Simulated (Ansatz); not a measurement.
Cost and result up the ladder for Si(OAc)H3 (C2H6O2Si) (11 atoms). Total charge 0; singlet. Geometry: PBE0-D4/def2-SVP.

```xyz
11

C    -0.4703   -0.1939    0.4323
C    -0.4886   -1.4467    1.2513
O     0.6155   -0.0922   -0.3468
O    -1.3195    0.6624    0.4400
Si    0.7191    1.3198   -1.3216
H    -1.3989   -1.4834    1.8590
H     0.4018   -1.4775    1.8962
H    -0.4355   -2.3223    0.5882
H     0.7839    2.5369   -0.4706
H    -0.4119    1.3730   -2.2847
H     2.0045    1.1240   -2.0432
```

Ansatz on 2 threads of Intel Xeon Platinum 8259CL on a shared host. Times are rough, and most runs start from the orbitals of an earlier one. CAM-B3LYP-D4/def2-TZVP serves as the yardstick here, not as an exact answer. Differences are given only for rows in sets of like size (and for xTB, whose basis is part of the method), since another set adds its own error. Binding counts from free atoms at the same level (C triplet, O triplet, Si triplet, H doublet; other spins of the atoms weren't run), without zero-point energy or a counterpoise term.

Correlated methods freeze 9 core orbitals. The rows differ in basis, and correlated rows in double-zeta sets carry the largest basis error.

Correlated methods converge slowly with the basis, most of all in double-zeta sets.

| level | functions | wall time | binding energy per atom (eV) | difference from CAM-B3LYP-D4/def2-TZVP (eV) |
| --- | --- | --- | --- | --- |
| HF/STO-3G | 35 | 0.25 s | 3.31 | – |
| PBE-D4/def2-SVP | 104 | 1.4 s | 4.18 | – |
| PBE0-D4/def2-SVP | 104 | 1.7 s | 4.08 | – |
| HF/def2-TZVP | 197 | 2.2 s | 2.94 | -1.15 |
| BLYP-D4/def2-TZVP | 197 | 2.7 s | 4.07 | -0.02 |
| MP2/def2-TZVP | 197 | 3.8 s | 4.00 | -0.08 |
| PBE-D4/def2-TZVP (with forces) | 197 | 3.9 s | 4.15 | 0.06 |
| PBE0-D4/def2-TZVP | 197 | 4.2 s | 4.05 | -0.03 |
| CAM-B3LYP-D4/def2-TZVP | 197 | 4.4 s | 4.08 | 0.00 |
| r2SCAN-D4/def2-TZVP | 197 | 4.6 s | 4.08 | -0.01 |
| CCSD(T)/def2-SVP | 104 | 7.5 s | 3.86 | – |
